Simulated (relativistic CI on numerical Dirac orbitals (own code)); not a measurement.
Method of calculation: Dirac-Coulomb-Breit CI, separate exchange-only KLI orbitals for each configuration, model QED (radiative potential, 1s self-energy scaled to tabulated hydrogen-like ionisation energies), unscaled Slater integrals (own radial code, finite nucleus).

The strongest absorption lines from the ground level of an ion, among the configurations computed and to levels below about 4210 eV (vacuum wavelength in Å, gf): 2.9624 (0.048), 2.9807 (0.031), 3.4112 (0.1), 3.4539 (0.069), 4.7515 (0.32), 4.9197 (0.25), 35.178 (0.5), 92.452 (0.089).

Problem. Which ion is it?
A. Dy LVIII
B. Dy LVI
C. Ba XLVI
D. Lu LXI

Solution. B. Dy LVI has 11 electrons and the ground level 3s 2S_1/2; the strongest line goes to 3p 2P°_3/2. The pattern of lines fixes the number of electrons, and along that sequence the line energies rise steadily with the charge (about as its square where n changes within one kind of shell, about linearly where n is kept but much faster in heavy ions where fine structure, which grows about as Z⁴, sets the gap, and irregularly where shells cross), which fixes Z. Configurations outside the model, such as inner-shell arrays, can give stronger lines. At this charge energies of transitions that change n are usually good to better than 1 %, and those within a shell (Δn = 0) to a few per cent.
